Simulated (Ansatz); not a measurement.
CH8OSiSn (`O[SiH2][CH2][SnH3]`), relaxed with RKS PBE0-D4/def2-TZVP in Ansatz from a PBE-D4/def2-SVP geometry. The force threshold is 0.005 eV/Å; the program also tests the step.

Total charge 0; spin multiplicity 1. Sn takes the def2 core potential.

Start:

```xyz
12

O     0.693   -0.047    2.180
Si   -0.640   -0.622    1.325
C    -0.938    0.348   -0.259
Sn    0.791    0.428   -1.583
H     1.559   -0.178    1.757
H    -0.479   -2.080    0.959
H    -1.791   -0.467    2.277
H    -1.769   -0.107   -0.839
H    -1.220    1.397   -0.028
H     2.134    1.129   -0.744
H     1.223   -1.178   -2.062
H     0.437    1.377   -2.983
```

```tsv
step	energy (eV)	largest force (eV/Å)	largest move (Å)
1	-16919.2504	0.917	0.000
2	-16919.2978	0.496	0.058
3	-16919.3093	0.201	0.020
4	-16919.3104	0.191	0.032
5	-16919.3108	0.264	0.106
6	-16919.3164	0.032	0.106
7	-16919.3179	0.079	0.153
8	-16919.3180	0.165	0.071
9	-16919.3213	0.026	0.060
10 (rejected)	-16919.3211	0.113	0.018
11	-16919.3216	0.025	0.009
12	-16919.3216	0.025	0.004
13	-16919.3223	0.033	0.053
14 (rejected)	-16919.3213	0.137	0.193
15	-16919.3229	0.060	0.094
16 (rejected)	-16919.3227	0.092	0.097
17	-16919.3237	0.022	0.039
18	-16919.3238	0.037	0.034
19	-16919.3239	0.033	0.016
20	-16919.3241	0.013	0.025
21	-16919.3242	0.015	0.025
22	-16919.3242	0.013	0.015
23	-16919.3242	0.010	0.011
24	-16919.3242	0.006	0.009
25	-16919.3242	0.005	0.003
```

End:

```xyz
12

O     0.597    0.240    2.161
Si   -0.587   -0.564    1.341
C    -0.957    0.239   -0.294
Sn    0.759    0.332   -1.583
H     1.467    0.271    1.758
H    -0.189   -1.979    1.082
H    -1.759   -0.540    2.250
H    -1.733   -0.319   -0.827
H    -1.319    1.260   -0.146
H     2.179    0.367   -0.621
H     0.819   -1.051   -2.580
H     0.722    1.743   -2.542
```

Hardware: 4 threads of an Intel Xeon Platinum 8488C on a shared host. Wall time 73 s, peak host memory 0.59 GiB.
